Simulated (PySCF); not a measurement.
Computed properties of SeHF, SMILES F[SeH]

SeHF, SMILES F[SeH]. Coordinates come from a B3LYP-D3(BJ)/def2-TZVP optimisation. One conformer was computed; it need not be the lowest. All values are computed for the isolated molecule unless a solvent is named; none is compared with measurement here.

**Structure.** The optimised structure has Cs symmetry. All 3 harmonic modes at B3LYP-D3(BJ)/def2-TZVP (PySCF) are real, so it is a minimum.

**Vibrations.** The strongest infrared lines (harmonic, unscaled, degenerate partners summed) lie at 653 cm⁻¹ (57 km/mol, F 79 %, Se 20 %), 2372 cm⁻¹ (19 km/mol, H 99 %), 858 cm⁻¹ (4 km/mol, H 94 %). The softest mode is at 653 cm⁻¹ and the zero-point energy is 5.6 kcal/mol.

**Electronic structure.** r2SCAN/def2-TZVPD (PySCF) places the frontier levels at -6.24 and -3.17 eV, a gap of 3.07 eV, and gives a dipole moment of 1.72 D and a mean polarisability of 30.5 bohr³.

**Excitations.** TDA-PBE0/def2-TZVPD (PySCF) has S1 at 3.14 eV (394 nm, f = 0.000, dark); the most intense of the 10 singlets computed lies at 7.30 eV (f = 0.14). T1 (TDA) is at 2.19 eV, 0.95 eV under S1. No vertical singlet excitation falls in the visible range (under 3.1 eV).

**NMR.** GIAO shifts at PBE0/pcSseg-2 (PySCF) (non-relativistic, atoms alike by connectivity averaged): ¹H at 12.5 ppm against TMS; ¹⁹F at -533.9 ppm against CFCl3.
